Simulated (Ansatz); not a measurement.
`[CH3][Al]([F])[SH]` + CH₃NH₂ → `C[NH][Al]([CH3])[F]` + H₂S at 600 K and 1 bar (ligand exchange at the Al–S bond).

Calculated with Ansatz (gas phase, PBE0-D4/def2-TZVP geometries, no zero-point term in ΔE). CCSD(T)/CBS is the MP2 limit (def2-TZVPP, def2-QZVPP) plus CCSD(T) − MP2 in def2-TZVPP, frozen cores. This one scheme is used for every species. One conformer a species, not always the lowest.

```tsv
species	CCSD(T)/CBS energy (Eh)	H − E (kJ/mol)	S (J/(mol·K))
`[CH3][Al]([F])[SH]`	-780.18144	180.1	425.8
CH₃NH₂	-95.75281	199.3	283.8
`C[NH][Al]([CH3])[F]`	-476.95256	311.0	467.0
H₂S	-398.97279	60.8	230.9
```

H − E and S are ideal-gas, rigid-rotor, harmonic terms from PBE0-D4/def2-TZVP, for one conformer and one mirror image of each species. 1 Eh = 2625.50 kJ/mol, R = 8.31446 J/(mol·K).

Q: By hand: ΔE, ΔH, ΔS and ΔG.

A: ΔE = (-476.95256) + (-398.97279) − (-780.18144) − (-95.75281) = 0.00890 Eh = 23.4 kJ/mol. Δ(H − E) = 311.0 + 60.8 − 180.1 − 199.3 = -7.6, so ΔH = 15.8 kJ/mol. ΔS = 467.0 + 230.9 − 425.8 − 283.8 = -11.7 J/(mol·K). ΔG = 15.8 − 600 × (-11.7)/1000 = 22.8 kJ/mol.

Q: By hand: the equilibrium constant, and the temperature at which ΔG would vanish if ΔH and ΔS stayed fixed.

A: log₁₀ K = −ΔG/(RT ln 10) = -2.0. ΔH and −TΔS have one sign here, so there is no such temperature.

TΔS isn't small against ΔH here. A doubt of 5 kJ/mol in ΔE shifts log₁₀ K by 0.4 here. Other conformers and mirror images would add mixing entropy, several J/(mol·K) or more a flexible species. Modes under 60 cm⁻¹, often nearly free rotors, make the harmonic entropy too high. These are equilibria of isolated gas molecules and say nothing of rates. Largest T1 diagnostic: 0.011 (customary marks: 0.02 for closed shells, 0.045 for open ones).

ΔS is within the doubt of such terms, so its sign, and with it that verdict, could turn.
